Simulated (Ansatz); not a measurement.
Consider the atomization: `O[AsH][GeH3]` → As• + Ge• + 5 H• + O•.

Gas-phase electronic energies from Ansatz, PBE0-D4/def2-TZVP geometries. CCSD(T)/CBS adds triple-zeta CCSD(T) − MP2 to the extrapolated MP2 energy (def2 sets, frozen cores). This one scheme is used for every species, atoms too. DFT in def2-TZVPP. B3LYP here is the variant with VWN-RPA as its local correlation; programs differ in this. HSE06 is defined as in plane-wave codes. Open shells (•) are unrestricted, without spin–orbit coupling. Spin–orbit coupling would lower the free atoms: a little for O; clearly for Ge. For As, Ge outer-core shells are correlated without core-valence functions, so the limit isn't a true one: a few kJ/mol of doubt a bond, and 10 to 20 or more in all where bonds break to atoms. Scalar relativity is left out up to krypton. Each species was taken in one conformer, which may not be the lowest.

Q: What is ΔE at CCSD(T)/CBS? (Estimate.)

A: Computed: +523.2 kcal/mol.

Q: What do these levels give: LDA (SPW92), PBE-D4, B3LYP-D4, HSE06-D4, B2PLYP, PBE-QIDH, BHLYP, CCSD/def2-SVP, CCSD(T)/def2-SVP, HF/def2-TZVPP, CCSD(T)/def2-TZVPP, HF/def2-QZVPP? (Estimate.)

A: The calculation gave: LDA (SPW92) 605.2, PBE-D4 524.0, B3LYP-D4 521.2, HSE06-D4 512.1, B2PLYP 513.2, PBE-QIDH 508.8, BHLYP 498.6, CCSD/def2-SVP 467.6, CCSD(T)/def2-SVP 473.5, HF/def2-TZVPP 343.3, CCSD(T)/def2-TZVPP 509.6, HF/def2-QZVPP 343.9 kcal/mol.

Largest T1 diagnostic among the species: 0.012.

From r2SCAN to r2SCAN0 (25 % exact exchange), in def2-TZVPP and without D4, ΔE moves by −11.8 kcal/mol: exact exchange takes away binding that semilocal exchange gives to molecules. At CCSD(T), def2-SVP lies −49.7 kcal/mol from the extrapolated value and def2-TZVPP −13.5 kcal/mol: correlation converges slowly with the basis, and small sets miss more of it in the bonded molecule than in its fragments.

For atomizations the MP2-based limit and the directly extrapolated one differ by several kJ/mol either way, and by 10 to 25 for some Ge, Se and Sn compounds, so smaller differences from it don't rank the levels.
